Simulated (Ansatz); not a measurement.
Basis-set extrapolation for C7H23NSi3, SMILES `C[SiH](C)N([SiH](C)C)[Si](C)(C)C` (PBE0-D4/def2-TZVP geometry, frozen core, the Gaussian-basis code of Ansatz). Multiplicity 1, RHF reference.

```json
{"": "HF", "def2-TZVPP": "-1200.052628", "def2-QZVPP": "-1200.096112"}
{"": "MP2 correlation", "def2-TZVPP": "-1.841293", "def2-QZVPP": "-1.961177"}
{"": "CCSD(T) correlation", "def2-TZVPP": "-2.048335", "def2-QZVPP": "not run"}
```

Energies in hartree. Use E(X) = E(∞) + A·exp(−7.88·√X) for Hartree–Fock and E(X) = E(∞) + B·X^(−2.97) for correlation, with X = 3 and 4, and add CCSD(T) minus MP2 of the smaller set to the MP2 limit.

Q: What is the CCSD(T) energy at the basis-set limit?

A: HF limit: -1200.096112 + (-0.043484) × 0.13774 = -1200.10210. MP2 limit: -1.961177 + (-0.119884) × 0.74074 = -2.04998. Higher-order term: -2.048335 − (-1.841293) = -0.20704. Total: -1202.35912 hartree, 677.8 kJ/mol below CCSD(T)/def2-TZVPP.
